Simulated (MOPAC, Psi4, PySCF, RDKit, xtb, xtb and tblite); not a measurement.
Two geometries of SMILES FCCc1ccccc1 (C₈H₉F), relaxed at GFN2-xTB with one dihedral held; other torsions can differ between them too.

Structure A

```
18

F      3.7838    -0.1273     0.1398
C      2.4627    -0.1033     0.5193
C      1.5521    -0.0742    -0.7113
C      0.2430    -0.7531    -0.4192
C     -0.8723    -0.0152    -0.0459
C     -2.0678    -0.6463     0.2511
C     -2.1606    -2.0255     0.1811
C     -1.0532    -2.7699    -0.1887
C      0.1404    -2.1371    -0.4857
H      2.2973    -1.0151     1.1042
H      2.3296     0.7743     1.1582
H      1.3923     0.9542    -1.0364
H      2.0700    -0.6095    -1.5109
H     -0.8054     1.0621     0.0083
H     -2.9285    -0.0599     0.5376
H     -3.0930    -2.5188     0.4119
H     -1.1202    -3.8463    -0.2477
H      1.0015    -2.7217    -0.7772
```

Structure B

```
18

F      3.8085    -0.1432    -0.0471
C      2.5294    -0.1659     0.4556
C      1.5038    -0.0537    -0.6757
C      1.1101    -1.4063    -1.2044
C     -0.1365    -1.9472    -0.9225
C     -0.4791    -3.2048    -1.3888
C      0.4249    -3.9375    -2.1380
C      1.6728    -3.4071    -2.4198
C      2.0124    -2.1490    -1.9567
H      2.4225    -1.1025     1.0112
H      2.4620     0.6864     1.1402
H      0.6220     0.4639    -0.2954
H      1.9441     0.5528    -1.4696
H     -0.8462    -1.3797    -0.3367
H     -1.4540    -3.6132    -1.1654
H      0.1579    -4.9189    -2.5014
H      2.3827    -3.9750    -3.0031
H      2.9871    -1.7371    -2.1740
```

Task: Which is lower in energy at the level PBE0-D3(BJ)/def2-SVP // GFN2-xTB (Psi4), and by how much?

Result: B is lower, by 2.10 kJ/mol (dihedral F1–C2–C3–C4: 150° in A, 90° in B).

E(B) − E(A) in kJ/mol at the other levels, on the same two geometries: GFN2-xTB (xtb and tblite) -0.01; MMFF94 // GFN2-xTB (RDKit) -4.38; PBE0/def2-SVP // GFN2-xTB (Psi4) -1.96; PBE/def2-SVP // GFN2-xTB (Psi4) -2.38; PBE-D3(BJ)/def2-SVP // GFN2-xTB (Psi4) -2.54; UFF // GFN2-xTB (RDKit) 1.04; AM1, restricted, heats of formation // GFN2-xTB (MOPAC) 2.33; PM7, restricted, heats of formation // GFN2-xTB (MOPAC) 0.04; GFN1-xTB // GFN2-xTB (xtb) -0.77; restricted B3LYP/6-31G*, spherical d, density fitting // GFN2-xTB (PySCF) -1.67; restricted MP2 (frozen core)/6-31G*, spherical d // GFN2-xTB (PySCF) -2.11; restricted LDA (SVWN5)/6-31G*, spherical d, density fitting // GFN2-xTB (PySCF) -2.42; restricted M06-2X/6-31G*, spherical d, density fitting // GFN2-xTB (PySCF) -1.69.
